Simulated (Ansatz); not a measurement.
Frontier orbitals of AlH₅O₂Si (`[OH][Al]([OH])[SiH3]`).

```xyz
9

O    -1.305   -1.202   -1.163
Al   -0.371    0.086   -0.582
O    -0.252    1.588   -1.356
Si    0.895   -0.230    1.471
H    -1.835   -1.208   -1.958
H    -0.681    1.849   -2.169
H     2.348   -0.374    1.171
H     0.460   -1.449    2.205
H     0.742    0.939    2.381
```

The species carries charge 0 and has multiplicity 1. All single points use the PBE0-D4/def2-TZVP geometry. It is one conformer, not always the lowest. Basis def2-TZVPP, Ansatz.

```json
{"functional": "PBE", "HOMO (eV)": "-6.93", "LUMO (eV)": "-1.46", "gap (eV)": "5.47"}
{"functional": "revPBE", "HOMO (eV)": "-6.88", "LUMO (eV)": "-1.37", "gap (eV)": "5.51"}
{"functional": "BLYP", "HOMO (eV)": "-6.78", "LUMO (eV)": "-1.31", "gap (eV)": "5.47"}
{"functional": "r2SCAN", "HOMO (eV)": "-7.15", "LUMO (eV)": "-1.23", "gap (eV)": "5.92"}
{"functional": "PBE0", "HOMO (eV)": "-8.03", "LUMO (eV)": "-0.70", "gap (eV)": "7.33"}
{"functional": "HSE06 (plane-wave form)", "HOMO (eV)": "-7.63", "LUMO (eV)": "-1.07", "gap (eV)": "6.56"}
{"functional": "LC-ωPBE", "HOMO (eV)": "-10.63", "LUMO (eV)": "1.37", "gap (eV)": "12.00"}
{"functional": "ωB97X-V", "HOMO (eV)": "-10.31", "LUMO (eV)": "1.25", "gap (eV)": "11.56"}
{"functional": "ωB97M-V", "HOMO (eV)": "-10.06", "LUMO (eV)": "0.99", "gap (eV)": "11.05"}
```

A quarter of exact exchange (PBE0) shifts PBE's HOMO by −1.10 eV and its LUMO by +0.76 eV; full exchange at long range (ωB97M-V) shifts them by −3.13 and +2.45 eV. The gap opens from 5.47 to 11.05 eV, since occupied levels lose self-interaction and empty ones feel all the electrons. A positive LUMO is unbound and depends on the basis.

LC-ωPBE has ω = 0.4 bohr⁻¹.
